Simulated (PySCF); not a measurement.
Zn(OH) (HOZn), SMILES [Zn+][OH], charge +1.

Geometry: B3LYP-D3(BJ)/def2-TZVP. The spin state was assumed, not searched. The isomer is the one that the SMILES or the coordinates give; other isomers of the formula were not compared.

These are TDA-PBE/def2-TZVPD run with PySCF values and carry that method's errors.

Vertical excitations.  State labels are in the subgroup Cs.

| state | symmetry | energy (eV) | λ (nm) | f | main pairs |
|---|---|---|---|---|---|
| S1 | A" | 1.75 | 709 | 0.004 | HOMO→LUMO 100 % |
| S2 | A' | 4.27 | 291 | 0.112 | HOMO−1→LUMO 79 % |
| S3 | A' | 5.91 | 210 | 0.032 | HOMO−2→LUMO 81 %, HOMO→LUMO+2 15 % |
| S4 | A" | 6.29 | 197 | 0.000 | HOMO→LUMO+1 100 % |
| S5 | A' | 7.26 | 171 | 0.112 | HOMO→LUMO+2 58 %, HOMO−1→LUMO+1 23 % |
| S6 | A" | 8.09 | 153 | 0.054 | HOMO−1→LUMO+2 75 %, HOMO−5→LUMO 18 % |
| S7 | A' | 8.21 | 151 | 0.002 | HOMO−4→LUMO 99 % |
| S8 | A" | 8.21 | 151 | 0.000 | HOMO−3→LUMO 98 % |
| S9 | A' | 8.30 | 149 | 0.148 | HOMO−1→LUMO+1 61 %, HOMO−7→LUMO 17 % |
| S10 | A" | 8.31 | 149 | 0.022 | HOMO−5→LUMO 79 %, HOMO−1→LUMO+2 15 % |
| T1 | A" | 1.24 | 1000 | 0 | HOMO→LUMO 100 % |
| T2 | A' | 2.22 | 559 | 0 | HOMO−1→LUMO 99 % |
| T3 | A' | 5.15 | 241 | 0 | HOMO−2→LUMO 99 % |
| T4 | A" | 6.18 | 201 | 0 | HOMO→LUMO+1 100 % |
Triplets are in the Tamm–Dancoff approximation.
